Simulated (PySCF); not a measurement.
W(O)(S)(OH)(SH) (H₂O₂S₂W), SMILES [S]=[W](=[O])([OH])[SH], multiplicity 1.

Geometry: B3LYP-D3(BJ)/def2-SVP. The multiplicity is an assumed one; no other spin state was optimised. The structure was generated by enumeration; whether it is a known compound was not checked. The def2 effective core potentials stand for the cores of W; spin–orbit coupling is left out. The values are those of a single conformer.

All values below come from B3LYP-D3(BJ)/def2-SVP (PySCF 2.14.0).

Frequencies are harmonic and unscaled.

Computed normal modes with their intensities:
| mode | ν (cm⁻¹) | IR (km/mol) | moving atoms (share of kinetic energy) |
|---|---|---|---|
| 1 | 126 | 2.2 | S 82 %, W 11 % |
| 2 | 151 | 8.0 | O 41 %, S 29 %, H 16 %, W 13 % |
| 3 | 180 | 9.4 | O 53 %, S 24 %, H 13 %, W 10 % |
| 4 | 225 | 2.3 | O 71 %, S 13 %, H 11 % |
| 5 | 251 | 20.2 | O 50 %, H 34 %, S 12 % |
| 6 | 283 | 13.8 | O 46 %, H 44 % |
| 7 | 298 | 94.8 | H 85 %, O 12 % |
| 8 | 388 | 33.1 | S 76 %, W 18 % |
| 9 | 543 | 36.2 | S 58 %, H 25 %, W 9 % |
| 10 | 553 | 199.2 | H 55 %, S 23 %, O 15 % |
| 11 | 664 | 7.6 | H 92 % |
| 12 | 730 | 72.0 | O 79 %, H 12 %, W 9 % |
| 13 | 1009 | 131.4 | O 92 %, W 8 % |
| 14 | 2639 | 2.2 | H 97 % |
| 15 | 3844 | 277.5 | H 94 % |
